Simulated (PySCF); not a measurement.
Compound: C5H15BN2.
Structure used (PBE0-D3(BJ)/def2-SVP), in Å, numbered top down from 1:
```
atom  x, y, z in Å
B1    -1.6153    1.0472   -1.2865
N2    -1.4117   -0.2383   -0.2865
C3    -2.6858   -0.4956    0.4048
C4    -1.0380   -1.4234   -1.0779
C5    -0.3769    0.0411    0.7433
C6     0.9778    0.3656    0.1913
N7     1.9523   -0.4129    0.4043
C8     3.2463   -0.0418   -0.0933
H9    -2.5894    0.7702   -1.9760
H10   -1.8049    2.0114   -0.5517
H11   -0.5941    1.1478   -1.9526
H12   -2.9817    0.4089    0.9501
H13   -3.4549   -0.7180   -0.3440
H14   -2.5820   -1.3405    1.1046
H15   -1.8107   -1.5894   -1.8380
H16   -0.9446   -2.3086   -0.4289
H17   -0.0826   -1.2365   -1.5801
H18   -0.2760   -0.8347    1.4045
H19   -0.7438    0.8989    1.3267
H20    1.0753    1.3124   -0.3715
H21    3.6305   -0.8461   -0.7414
H22    3.9512    0.0348    0.7507
H23    3.2615    0.9107   -0.6582
```

Computed with PySCF at PBE0/pcSseg-1, non-relativistic, on one gas-phase PBE0-D3(BJ)/def2-SVP geometry that isn't relaxed in the solvent. The solvent is an IEF-PCM continuum (cavity from Bondi-type radii × 1.2). The model holds no explicit solvent molecules, cavitation or dispersion.

Gas phase at PBE0/pcSseg-1: HOMO -7.44 eV, LUMO -0.57 eV, dipole 3.68 D.

What does the continuum do to the energy, the frontier levels and the dipole at PBE0/pcSseg-1 in chloroform?

| solvent | ε | E(solvent) − E(gas) (kcal/mol) | polarisation term (kcal/mol) | distortion of the solute (kcal/mol) | HOMO (eV) | LUMO (eV) | dipole (D) |
| --- | --- | --- | --- | --- | --- | --- | --- |
| chloroform | 4.711 | -6.81 | -7.57 | 0.76 | -7.49 | -0.46 | 4.32 |

The first energy column is the sum of the next two and covers electrostatics alone.

Which radius a makes the point-dipole formula ΔE = −[(ε − 1)/(2ε + 1)]·μ²/a³ give the value in chloroform, with the gas-phase dipole?

μ = 1.446 au and |ΔE| = 0.01085 Eh give a = 2.17 Å; the farthest nucleus lies 4.37 Å from the centroid of the nuclei, so such a sphere wouldn't even hold the nuclei. The formula assumes a rigid point dipole at the centre of a sphere.

Give the dipole vector in the frame of the coordinates (D, pointing from negative to positive charge), gas and chloroform.

Gas (0.86, -2.73, 2.31), solvent (0.88, -3.20, 2.76). Its length changes by +17 % and its direction by 2°.

Which Hirshfeld charges (PBE0/pcSseg-1) respond most in chloroform (means over atoms taken as equivalent)?

| atoms | environment | gas (e) | solvent (e) | change |
| --- | --- | --- | --- | --- |
| N7 | imine nitrogen | -0.141 | -0.154 | -0.013 |
| H9/H10/H11 | B–H hydrogen | -0.104 | -0.113 | -0.009 |
| B1 | four-coordinate boron | -0.094 | -0.101 | -0.007 |
| H18/H19 | methylene hydrogen | +0.051 | +0.056 | +0.005 |
| H12 (×6) | methyl hydrogen | +0.055 | +0.058 | +0.003 |
| H21/H22/H23 | methyl hydrogen | +0.046 | +0.049 | +0.003 |
| C3/C4 | N-methyl carbon | -0.045 | -0.044 | +0.001 |
| C8 | N-methyl carbon | -0.069 | -0.071 | -0.002 |

How do the nuclear quadrupole coupling constants eQVzz/h respond in chloroform?

| nucleus | Q (barn) | gas (MHz) | solvent (MHz) | η gas | η solvent |
| --- | --- | --- | --- | --- | --- |
| 11B at B1 | 0.04059 | 2.29 | 2.09 | 0.02 | 0.02 |
| 14N at N2 | 0.02044 | -2.94 | -2.71 | 0.08 | 0.11 |
| 14N at N7 | 0.02044 | -5.44 | -5.32 | 0.42 | 0.43 |
